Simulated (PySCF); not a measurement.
Exercise with solution: chemical shift, span and skew from a shielding tensor

C2H7Si, SMILES C[SiH]C (connectivity only; charge and spin as stated), charge +1, multiplicity 1. Atoms are numbered in the order given.

```xyz
10

C     -1.5814     0.5267     0.2574
Si    -0.0491    -0.3285    -0.2266
C      1.6413     0.2762     0.0742
H     -2.2042     0.6893    -0.6427
H     -2.1750    -0.1400     0.9115
H     -1.4041     1.4847     0.7659
H     -0.1899    -1.6283    -0.9250
H      2.1725     0.3577    -0.8932
H      2.1987    -0.4833     0.6548
H      1.6723     1.2418     0.5979
```
Charge +1, spin multiplicity 1.

Coordinates come from a PBE0-D3(BJ)/def2-SVP optimisation. The multiplicity is an assumed one; other spin states were not compared. The isomer is the one that the SMILES or the coordinates give; other isomers of the formula were not compared.

GIAO shieldings from HF/pcSseg-1 (PySCF), non-relativistic, no solvent. The symmetric part of the tensor of Si2 has the principal values -225.1, 45.1, 322.9 ppm. The same nucleus in TMS has σ = 393.8 ppm at this level (PySCF, at its B3LYP-D3(BJ)/def2-TZVP geometry).

Question: Work out the isotropic shielding, the ²⁹Si shift against TMS, the span and the skew.

Answer: 
σ(iso) = (σ11 + σ22 + σ33)/3 = 47.6 ppm. δ = σ(ref) − σ(iso) = 393.8 − (47.6) = 346.2 ppm.
Span Ω = σ33 − σ11 = 548.0 ppm. Skew κ = 3(σ(iso) − σ22)/Ω = 0.01. Tumbling in solution averages the tensor to δ; in a static solid the shielding alone would spread this spin-1/2 line over Ω.
